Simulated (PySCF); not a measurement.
**Dipole response of Cl(3+) (chlorine, charge +3)**

[Ne] 3s2 3p2, high-spin 3P determinant. Calculation: PySCF 2.14, in aug-cc-pV(T+d)Z with one added diffuse shell each of s, p, d, f type (7s6p5d3f, 71 functions); no relativity, point nucleus. Coupled (time-dependent) response in atomic units; α is the mean over directions.

| method | mean α (bohr³) | α xx, yy, zz | C₆ (like pair) | S(−4) |
| --- | --- | --- | --- | --- |
| UHF | 4.507 | 4.822, 4.350, 4.350 | 12.31 | 8.481 |
| PBE | 4.358 | 4.636, 4.219, 4.219 | 11.81 | 7.333 |
| PBE0 | 4.382 | 4.675, 4.236, 4.236 | 11.89 | 7.490 |
| TPSS | 4.415 | 4.703, 4.270, 4.270 | 12.09 | 7.652 |
| MN15 | 4.424 | 4.652, 4.311, 4.311 | 11.45 | 8.998 |

S(−4) is the Cauchy moment in α(ω) = α(0) + S(−4) ω² + …

α(iu) at TPSS:

```csv
u (hartree),α(iu) (bohr³)
0,4.415
0.0500,4.396
0.100,4.340
0.200,4.135
0.300,3.842
0.500,3.162
0.750,2.383
1.00,1.793
1.50,1.078
2.00,0.7114
3.00,0.3823
5.00,0.1750
```

A single London oscillator, α(iu) = α/(1 + u²/ω²), gives C₆ = (3/4) ω α². Matching the computed C₆ needs ω = 4 × 12.09 / (3 × 4.415²) = 0.827 hartree.

For an ion, C₆ is the dispersion term alone; charge-induced terms of lower order in 1/R come first.

The components differ because the open shell of this determinant is not spherical; for a pure term their mean is the scalar polarisability.
